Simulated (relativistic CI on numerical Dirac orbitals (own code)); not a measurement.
**Line list: Electric-dipole lines, Co XIV**

These numbers are calculated, not measured: Dirac-Coulomb-Breit CI, KLI orbitals optimised for each configuration, model QED (radiative potential, 1s self-energy scaled to tabulated hydrogen-like ionisation energies), unscaled Slater integrals (own radial code, finite nucleus).

CI space (outside the closed core [Ne]): 3s2 3p2, 3s 3p3, 3s2 3p 3d, 3p4, 3s 3p2 3d, 3p3 3d, 3s 3p 3d2, 3s2 3p 4s, 3s2 3d 4p, 3p3 4s, 3s2 3p 4p, 3p3 4p, 3s 3p 3d 4s, 3s2 3p 4d, 3s 3p2 4s, 3s2 3p 4f, 3s 3p2 4p, 3p2 3d 4p, 3s 3p2 4d, 3s 3p2 4f, 3s2 3p 5s, 3s2 3p 5p, 3s2 4s 4p, 3s2 3p 5d, 3s2 3p 5f, 3s2 3p 5g, 3s 3p 4s2, 3s 3p2 5s, 3s2 3d2, 3s 3d3, 3p2 3d2, 3p 3d3, 3p 3d2 4s, 3p 3d2 4p, 3p 3d2 4d, 3s2 3d 4s, 3s 3d2 4s, 3s 3p 3d 4p, 3s 3d2 4p, 3s 3d 4s 4p, 3s 3d 4p2, 3s 3d 4p 4d, 3p2 3d 4s, 3p 3d 4s2, 3p 3d 4s 4p, 3p 3d 4s 4d, 3s2 4s2, 3s 3d 4s2, 3s2 4p2, 3s 3p 4s 4p, 3s 4s2 4p, 3s 4s 4p2, 3s 4s 4p 4d. Double excitations out of closed p, d and f shells are left out; levels of such configurations are missing from the list, as are those of other unlisted configurations, and high levels can miss mixing partners. These lack a partner that the ground configuration has and come out too high: 3s 3p2 4d, 3s 3p2 4f, 3s 3p2 5s, 3s2 3p 4f, 3s2 3p 5s.

| λ vac (Å) | Lower | Upper | A (s⁻¹) | log gf | S velocity/length |
| --- | --- | --- | --- | --- | --- |
| 54.798 | 3s2 3p2 3P_0 [1] | 3s2 3p 4d 3D°_1 [370] | 3.73e+11 | -0.30 | 0.92 |
| 54.829 | 3s2 3p2 3P_2 [3] | 3s2 3p 4d 3F°_3 [382] | 1.67e+11 | -0.28 | 0.92 |
| 55.126 | 3s2 3p2 3P_1 [2] | 3s2 3p 4d 3D°_2 [371] | 3.39e+11 | -0.11 | 0.92 |
| 55.380 | 3s2 3p2 3P_2 [3] | 3s2 3p 4d 3D°_3 [372] | 3.67e+11 | 0.07 | 0.92 |
| 55.506 | 3s2 3p2 1D_2 [4] | 3s2 3p 4d 1F°_3 [387] | 5.70e+11 | 0.27 | 0.93 |
| 66.149 | 3s2 3p2 3P_2 [3] | 3s2 3p 4s 3P°_2 [236] | 1.50e+11 | -0.31 | 0.90 |
| 67.370 | 3s2 3p2 1D_2 [4] | 3s2 3p 4s 1P°_1 [238] | 2.63e+11 | -0.27 | 0.85 |
| 161.79 | 3s 3p3 1D°_2 [13] | 3s 3p2 3d 1F_3 [87] | 4.62e+10 | 0.10 | 1.01 |
| 172.15 | 3s 3p3 3P°_2 [12] | 3s 3p2 3d 3D_3 [78] | 3.16e+10 | -0.01 | 0.99 |
| 180.00 | 3s2 3p 3d 3F°_4 [18] | 3s2 3d2 3F_4 [90] | 3.29e+10 | 0.16 | 0.92 |
| 180.90 | 3s 3p3 3D°_3 [9] | 3s 3p2 3d 3F_4 [65] | 5.74e+10 | 0.40 | 1.01 |
| 181.12 | 3s2 3p2 1D_2 [4] | 3s2 3p 3d 1F°_3 [26] | 7.68e+10 | 0.42 | 1.02 |
| 183.18 | 3s 3p3 3D°_2 [8] | 3s 3p2 3d 3F_3 [61] | 3.56e+10 | 0.10 | 1.01 |
| 184.17 | 3s2 3p2 3P_1 [2] | 3s2 3p 3d 3D°_2 [25] | 2.54e+10 | -0.19 | 1.02 |
| 185.30 | 3s2 3p2 3P_1 [2] | 3s2 3p 3d 3D°_1 [23] | 4.59e+10 | -0.15 | 0.99 |
| 185.71 | 3s2 3p 3d 1D°_2 [21] | 3s2 3d2 1D_2 [99] | 6.27e+10 | 0.21 | 0.92 |
| 186.15 | 3s2 3p2 3P_0 [1] | 3s2 3p 3d 3P°_1 [20] | 5.41e+10 | -0.07 | 0.98 |
| 186.84 | 3s 3p3 5S°_2 [6] | 3s 3p2 3d 5P_1 [48] | 6.57e+10 | 0.01 | 0.99 |
| 187.73 | 3s 3p3 5S°_2 [6] | 3s 3p2 3d 5P_2 [46] | 6.39e+10 | 0.23 | 0.99 |
| 187.89 | 3s2 3p2 3P_1 [2] | 3s2 3p 3d 1D°_2 [21] | 2.10e+10 | -0.26 | 0.98 |
| 187.98 | 3s2 3p2 3P_2 [3] | 3s2 3p 3d 3D°_2 [25] | 3.76e+10 | 0.00 | 0.98 |
| 188.08 | 3s2 3p2 3P_2 [3] | 3s2 3p 3d 3D°_3 [24] | 7.25e+10 | 0.43 | 1.00 |
| 189.24 | 3s 3p3 5S°_2 [6] | 3s 3p2 3d 5P_3 [45] | 6.24e+10 | 0.37 | 0.99 |
| 190.66 | 3s 3p3 3S°_1 [14] | 3s 3p2 3d 3P_2 [84] | 6.47e+10 | 0.25 | 0.97 |
| 191.05 | 3s 3p2 3d 5F_5 [36] | 3s 3p 3d2 5F°_5 [142] | 5.09e+10 | 0.49 | 0.95 |
| 192.07 | 3s 3p3 1D°_2 [13] | 3s 3p2 3d 1D_2 [77] | 4.00e+10 | 0.04 | 0.96 |
| 192.16 | 3s2 3p2 1S_0 [5] | 3s2 3p 3d 1P°_1 [27] | 6.44e+10 | 0.03 | 0.96 |
| 192.78 | 3s 3p3 3S°_1 [14] | 3s 3p2 3d 1P_1 [83] | 6.43e+10 | 0.03 | 0.96 |
| 193.55 | 3s 3p3 3P°_2 [12] | 3s 3p2 3d 3P_2 [69] | 3.92e+10 | 0.04 | 0.91 |
| 193.64 | 3s2 3p2 3P_1 [2] | 3s2 3p 3d 3P°_2 [19] | 2.42e+10 | -0.17 | 0.98 |
| 195.69 | 3s 3p3 3D°_3 [9] | 3s 3p2 3d 3D_3 [57] | 3.68e+10 | 0.17 | 0.96 |
| 197.85 | 3s2 3p2 3P_2 [3] | 3s2 3p 3d 3P°_2 [19] | 2.08e+10 | -0.22 | 0.95 |
| 205.12 | 3s2 3p2 1D_2 [4] | 3s2 3p 3d 1D°_2 [21] | 4.50e+10 | 0.15 | 0.97 |
| 205.64 | 3s2 3p 3d 3D°_3 [24] | 3s2 3d2 3F_4 [90] | 6.30e+10 | 0.56 | 0.97 |
| 206.35 | 3s2 3p 3d 3D°_2 [25] | 3s2 3d2 3F_3 [89] | 4.40e+10 | 0.29 | 0.97 |
| 211.00 | 3s 3p2 3d 1F_3 [87] | 3s 3p 3d2 1G°_4 [221] | 8.69e+10 | 0.72 | 1.01 |
| 213.66 | 3s2 3p 3d 1D°_2 [21] | 3s 3p2 3d 1F_3 [87] | 3.14e+10 | 0.18 | 1.02 |
| 214.86 | 3s2 3p 3d 1F°_3 [26] | 3s2 3d2 1G_4 [94] | 6.32e+10 | 0.59 | 0.98 |
| 225.80 | 3s2 3p2 3P_1 [2] | 3s 3p3 3S°_1 [14] | 1.94e+10 | -0.35 | 0.94 |
| 231.55 | 3s2 3p2 3P_2 [3] | 3s 3p3 3S°_1 [14] | 3.89e+10 | -0.03 | 0.93 |
| 234.00 | 3s2 3p 3d 3F°_3 [16] | 3s 3p2 3d 3D_3 [73] | 2.01e+10 | 0.06 | 0.91 |
| 235.12 | 3s2 3p2 1D_2 [4] | 3s 3p3 1P°_1 [17] | 3.48e+10 | -0.06 | 0.88 |
| 235.31 | 3s2 3p 3d 3F°_4 [18] | 3s 3p2 3d 3F_4 [76] | 2.92e+10 | 0.34 | 0.93 |
| 236.04 | 3s2 3p 3d 3F°_4 [18] | 3s 3p2 3d 3D_3 [75] | 2.86e+10 | 0.22 | 0.81 |
| 247.87 | 3s2 3p 3d 1F°_3 [26] | 3s 3p2 3d 1F_3 [87] | 3.35e+10 | 0.33 | 0.95 |

Terms are leading LS components. Brackets give the number of a level in order of energy, since labels repeat. The list gives strong lines, with weight on those to low levels, among the lowest 400 of 2808 levels, so that lines to higher ones, which can be the strongest, are missing. Levels whose partners in the same complex of configurations lie outside the list can be far off, and so can their lines. Rates are taken at the computed energies, electric ones in the length gauge. A velocity-to-length ratio far from 1 marks an uncertain rate.

At this charge energies of transitions that change n are usually good to better than 1 %, and those within a shell (Δn = 0) to a few per cent.

LS names give the leading component of a level, which can be under half, so a name can repeat, a term be missing and a line seem to break the LS rules.
